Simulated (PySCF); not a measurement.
C4H3ClF2, SMILES C#CC(F)(F)CCl.

The structure is a stationary point at B3LYP-D3(BJ)/def2-SVP. The structure was generated by enumeration, and PubChem lists no compound with its InChIKey, so it may never have been made. One conformer was computed; it need not be the lowest.

The numbers are results of ωB97X/def2-TZVP in PySCF, not measurements.

The molecule is in vacuum.

| Quantity | Value |
|---|---|
| total energy | -814.11062 hartree |
| highest occupied level | -11.23 eV |
| lowest empty level | 1.95 eV |
| orbital gap | 13.18 eV |
| dipole moment | 1.80 D |
| quadrupole, principal values (traceless, Buckingham form, about the centre of nuclear charge) | -9.79, -2.87, 12.66 D·Å |
| mean static polarisability | 56.0 bohr³ (8.30 Å³) |
| polarisability, principal values | 43.7, 56.5, 67.9 bohr³ |
